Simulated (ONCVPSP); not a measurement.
## What one change does to a pseudopotential (Te, ONCV)

```
Element                 : Te (Z = 52)
Generator               : ONCVPSP 4.0.1
Type                    : optimised norm-conserving Vanderbilt (ONCV)
Functional              : PBE
Relativity              : scalar-relativistic
Frozen core             : [Kr] 4d10
Valence charge          : 6
Reference configuration : 5s2 5p2 (charge +2)
Partial waves           : 5s: rc 1.90 bohr, ncon 4, nbas 7, qcut 3.1 1/bohr, 1 projector; 5p: rc 1.65 bohr, ncon 4, nbas 7, qcut 4.2 1/bohr, 2 projectors, debl 2 Ha
Local potential         : polynomial inside 1.30 bohr (lpopt 5, dvloc0 0 Ha)
Core correction         : Teter function, fcfact 2, rcfact 1.1
```

Change: p: qcut 2.7.

Cutoffs: the cutoffs (Ha) at which the residual kinetic energy of the hardest occupied pseudo-wave falls to 1 and 0.1 mHa per electron; they do not see the model core or the augmentation charge, which bear on the density cutoff. Errors are all-electron minus pseudo energies relative to the spin-unpolarised reference configuration.

Predict the effect on cutoff, ghosts and configuration errors.

The potential gets neither clearly harder nor softer (46 Ha and 57 Ha → 45 Ha and 56 Ha); the bound ghosts move from p, s to s; the lowest positive-energy flag moves from none to p at 48.5 eV; of the 4 tests that both files solve, the error grows in 1 and shrinks in 1 by more than 15 % and 0.3 meV (median size 5.1 → 4.5 meV); the range in which the p phases agree narrows (upper end 5.0 → 1.7).

```csv
quantity,base,changed
"cutoff, loose",46 Ha,45 Ha
"cutoff, tight",57 Ha,56 Ha
loose cutoff by channel,"s 26 Ha, p 46 Ha","s 26 Ha, p 45 Ha"
bound ghosts,"s, p",s
GHOST(+) flags under 300 eV,none,p at 48.5 eV
"error for 5s2 5p4, meV [ΔE -27.65 eV]",-2.5,+1.1
"error for 5s2 5p3, meV [ΔE -17.93 eV]",+1.0,+2.1
"error for 5s2 5p1, meV [ΔE 26.90 eV]",-7.6,-6.9
"error for 5s0 5p6, meV [ΔE -8.95 eV]",+26,+27
s: phases at 1.93 bohr within 0.05 rad from the reference energy up to (Ha; the scan ends near 5),1.3,1.3
p: phases at 1.67 bohr within 0.05 rad from the reference energy up to (Ha; the scan ends near 5),5.0,1.7
"rms error of d²Exc/dni dnj with the model core, mHa",4.99,4.99
```

 A true bound ghost makes a file unfit for plane-wave use even where its test errors are small: the radial tests pick states by their node count and pass the ghost by.
